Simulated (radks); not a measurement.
The promethium ion Pm30+, configuration [Ar] 3d10 4s2 4p1. Method: scalar-relativistic Kohn-Sham, PBEsol, spin-polarised, spherical densities, finite nucleus; open shells are filled with parallel spins first (spin-orbit coupling, left out, can overturn this in heavy ions); Fermi nuclear charge, rms radius 4.962 fm; computed with a radial shooting solver on a logarithmic mesh with Libxc functionals.

Normalised radial functions P(r) = r R(r), r in bohr:

```
   r/bohr * 4s up, o 4s down (the largest magnitude, 1.6, reaches the edge; | marks zero, & curves that meet)
 0.001703                             |  &
 0.002165                             |  &
 0.002753                             |   &
 0.003528                             |    &
 0.004485                             |     &
 0.005701                             |     &
 0.007306                             |      &
 0.009287                             |      &
  0.01181                             |      &
  0.01501                             |      &
  0.01923                             |    &
  0.02445                             | &
  0.03108                           & |
  0.03983                       &     |
  0.05063                   &         |
  0.06437                 &           |
  0.08183                   &         |
   0.1049                          &  |
   0.1333                             |      &
   0.1695                             |               &
   0.2172                             |               &
   0.2761                             |     &
   0.3509                 &           |
   0.4461   &                         |
   0.5717  &                          |
   0.7268            &                |
   0.9239                      &      |
    1.184                           o*|
    1.505                             &
```

4s up: eigenvalue -1208.7 eV, 3 radial nodes at r = 0.0284, 0.113, 0.299 bohr, <r> = 0.526 bohr, 90 % of the charge inside 0.742 bohr. 4s down: eigenvalue -1203.9 eV, 3 radial nodes at r = 0.0284, 0.113, 0.299 bohr, <r> = 0.526 bohr, 90 % of the charge inside 0.742 bohr.
